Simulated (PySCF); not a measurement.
A run for PySCF: R-BP86/LANL2DZ on BFH2Se (SMILES FB[SeH]), a point of a bond scan (R = 1.788 Å).

```python
from pyscf import gto, scf, dft, mp
from pyscf.data.elements import chemcore

mol = gto.M(
    atom='''
    B    -0.50635411   -0.90180536    0.69980998
    F     0.77066713   -1.84646042    1.52085719
    H    -1.64886171   -1.18176115    0.86909359
    Se    0.04580074    0.56405598   -0.45090094
    H    -1.33288088    0.92683336   -0.80944951
    ''',
    basis='lanl2dz',
    ecp={'Se': 'lanl2dz'},
    charge=0, spin=0, verbose=3, max_memory=1800)
mf = dft.RKS(mol, xc='b88,p86')
mf.conv_tol = 1e-8
mf.max_cycle = 100
mf.kernel()
if not mf.converged:
    mf = mf.newton().run(mf.mo_coeff, mf.mo_occ)
```

Output:

```
converged SCF energy = -135.148561106249
```

Self-consistency was reached.

Cost: about 3 core-seconds (a rough figure).
